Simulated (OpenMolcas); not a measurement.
## Lines of S2+: computed and rescaled rates

- Program: OpenMolcas
- Method: MS-RASPT2, IPEA 0.25 Eh, imaginary shift 0.1 Eh (closed shells correlated: 2s 2p 3s)
- Basis: ANO-RCC-VQZP [6s5p3d2f1g]
- Scalar Hamiltonian: DKH2, point nucleus
- Active space: 2 electrons in 9 orbitals (RAS2 3p; RAS3 3d 4s, at most 1 electron)
- State averaging: 2S+1 = 3 even, 3 roots; 2S+1 = 1 even, 6 roots; 2S+1 = 3 odd, 18 roots; 2S+1 = 1 odd, 18 roots
- Spin-orbit coupling: state interaction with AMFI integrals over the reference wave functions, term energies averaged over their components

Rates come from the transition moments of the reference wave functions (E1 and E2 in the length form). At fixed line strength A goes as λ^-3 for E1 and M1 and as λ^-5 for E2, so a rate at the computed wavelength can be rescaled to the measured one. Measured vacuum wavelengths follow from level energies in NIST levels in Podobedova, Kelleher and Wiese, J. Phys. Chem. Ref. Data 38, 171 (2009). Branching counts decays inside the model space alone, at computed energies, and the table is only a selection of the E1 lines, drawn from those between levels with measured partners whose computed energy lies within a factor of 1.5 of the measured one.

| Upper | Lower | Type | λ computed (nm) | λ measured (nm) | A computed (s-1) | A rescaled (s-1) | Branching % |
| --- | --- | --- | --- | --- | --- | --- | --- |
| 3s2 3p 3d 3F* 2 | 3s2 3p2 1D2 | E1 | 90.41 | 90.26 | 2.85e+06 |  | 42.4 |
| 3s2 3p 3d 3F* 3 | 3s2 3p2 1D2 | E1 | 90.2 | 90.02 | 5.21e+05 |  | 8.3 |
| 3s2 3p 3d 3F* 2 | 3s2 3p2 3P2 | E1 | 82.64 | 82.45 | 6.49e+05 | 6.53e+05 | 9.7 |
| 3s2 3p 3d 3F* 3 | 3s2 3p2 3P2 | E1 | 82.47 | 82.26 | 5.77e+06 | 5.81e+06 | 91.7 |
| 3s2 3p 3d 3F* 2 | 3s2 3p2 3P1 | E1 | 82.31 | 82.09 | 3.22e+06 | 3.25e+06 | 47.9 |
| 3s2 3p 4s 3P* 1 | 3s2 3p2 1D2 | E1 | 75.26 | 73.85 | 4.50e+07 |  | 2.8 |
| 3s2 3p 4s 1P* 1 | 3s2 3p2 1D2 | E1 | 73.65 | 72.95 | 3.05e+09 | 3.14e+09 | 99.4 |
| 3s2 3p 4s 3P* 1 | 3s2 3p2 3P2 | E1 | 69.8 | 68.54 | 6.57e+08 | 6.94e+08 | 40.5 |
| 3s2 3p 4s 3P* 0 | 3s2 3p2 3P1 | E1 | 69.66 | 68.31 | 1.56e+09 | 1.65e+09 | 100.0 |
| 3s2 3p 4s 3P* 1 | 3s2 3p2 3P1 | E1 | 69.56 | 68.29 | 3.84e+08 | 4.06e+08 | 23.6 |
| 3s2 3p 4s 3P* 2 | 3s2 3p2 3P2 | E1 | 69.52 | 68.35 | 1.22e+09 | 1.28e+09 | 74.1 |
| 3s2 3p 4s 3P* 1 | 3s2 3p2 3P0 | E1 | 69.43 | 68.15 | 5.38e+08 | 5.69e+08 | 33.1 |
| 3s2 3p 4s 3P* 2 | 3s2 3p2 3P1 | E1 | 69.29 | 68.1 | 4.27e+08 | 4.50e+08 | 25.9 |
| 3s2 3p 3d 1F* 3 | 3s2 3p2 1D2 | E1 | 68.78 | 68.36 | 1.74e+10 | 1.77e+10 | 99.9 |

Spin-changing lines and M1 lines between different terms are not rescaled, since their strength hangs on the term gaps too.

The largest correction is for 3s2 3p 4s 3P* 0 → 3s2 3p2 3P1 (E1): 1.56e+09 × (69.66 / 68.31)^3 = 1.65e+09 s-1, a factor of 1.06.

The computed rate and branching of 3s2 3p 4s 3P* 0 → 3s2 3p2 3P1 give the upper level a radiative lifetime of 1.000 / 1.56e+09 s-1 = 6.41e-10 s, counting decays inside the model space alone. The rescaled rate gives about 6.0e-10 s.

No measured rate stands beside these. Rescaling mends the energy factor alone: line strengths can still be far off where a level mixes with configurations outside the active space, and weak or spin-changing lines hang on small mixing coefficients that depend on the term gaps too, so rescaling need not improve them.

Term energies are means over components that CASPT2 splits; among the terms shown or strongly mixed into the levels shown the widest spread is 180 cm-1 (3s2 3p 3d 1F*). Over all roots computed the reference weight is 0.87 to 0.97; the roots of lowest weight are the least certain, and an intruder state may touch them. ANO sets are built for valence states and can reach diffuse excited orbitals poorly, and with the s shell closed the s pⁿ⁺¹ terms that mix with these levels are absent. With the s shell closed, the reference lacks s² → p² mixing. Measured partners are found by configuration, term and J. A level has none where our copy of the source lacks it or the pairing is in doubt (some pairs that miss far off the trend of their configuration count as doubtful). Levels of configurations outside the active space are missing.

* marks odd parity.
